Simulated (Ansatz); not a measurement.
`O[Si@H]1C[Si@@H](O)C1` → `C=C[SiH](O)[SiH2]O`  (isomerisation)

Program: Ansatz. Geometries: PBE0-D4/def2-TZVP. ΔE: electronic, gas phase. CCSD(T)/CBS is the MP2 limit (def2-TZVPP, def2-QZVPP) plus CCSD(T) − MP2 in def2-TZVPP, frozen cores. DFT in def2-TZVPP. B3LYP here is the variant with VWN-RPA as its local correlation; programs differ in this. One conformer a species, not always the lowest.

`O[Si@H]1C[Si@@H](O)C1`:

Z-matrix (Å, degrees):
```
Si
C 1 1.891
Si 1 2.563 2 46.7
C 1 1.892 2 89.6 3 21.6
O 1 1.646 2 112.8 3 -93.6
H 1 1.484 2 117.9 3 143.0
H 2 1.089 1 120.1 3 122.3
H 2 1.096 1 109.9 3 -110.0
O 3 1.659 1 101.2 2 -101.8
H 3 1.491 1 148.7 2 77.4
H 4 1.089 1 119.5 2 -144.3
H 4 1.096 1 110.2 2 88.7
H 5 0.961 1 115.2 2 45.4
H 9 0.958 3 117.6 1 -128.7
```

`C=C[SiH](O)[SiH2]O`:

Z-matrix (Å, degrees):
```
Si
C 1 1.854
Si 1 2.352 2 111.3
O 1 1.659 2 107.4 3 119.8
H 1 1.496 2 110.3 3 -122.0
C 2 1.331 1 123.5 3 17.2
H 2 1.090 1 118.1 3 -164.3
O 3 1.660 1 108.1 2 -57.4
H 3 1.494 1 110.9 2 64.1
H 3 1.496 1 110.3 2 -178.6
H 4 0.958 1 117.0 2 154.0
H 6 1.087 2 122.0 1 178.0
H 6 1.087 2 122.0 1 -1.2
H 8 0.958 3 117.4 1 -177.2
```

Task: Is it downhill or uphill in electronic energy at CCSD(T)/CBS, and by how much? (Best estimate.)

Result: The calculation gave: Uphill: ΔE = +143.9 kJ/mol.

Task: What do these levels give: r2SCAN-D4, PBE0-D4, B3LYP-D4, ωB97X-V, PBE, r2SCAN, SCS-MP2/def2-TZVPP, CCSD/def2-TZVPP, CCSD(T)/def2-TZVPP, HF/CBS(def2), MP2/CBS(def2), CCSD/CBS(def2)? (Best estimate.)

Result: Computed: r2SCAN-D4 155.2, PBE0-D4 154.7, B3LYP-D4 126.8, ωB97X-V 149.6, PBE 139.4, r2SCAN 154.7, SCS-MP2/def2-TZVPP 142.3, CCSD/def2-TZVPP 138.5, CCSD(T)/def2-TZVPP 139.8, HF/CBS(def2) 111.4, MP2/CBS(def2) 164.3, CCSD/CBS(def2) 142.6 kJ/mol.

Largest T1 diagnostic among the species: 0.012.

The D4 term adds +5.8 kJ/mol with B3LYP and +2.6 kJ/mol with PBE0; it sums over pairs of atoms, weighted by their polarisabilities, and B3LYP, whose exchange is more repulsive, gets the larger term. From PBE to PBE0 (25 % exact exchange), in def2-TZVPP and without D4, ΔE moves by +12.6 kJ/mol.
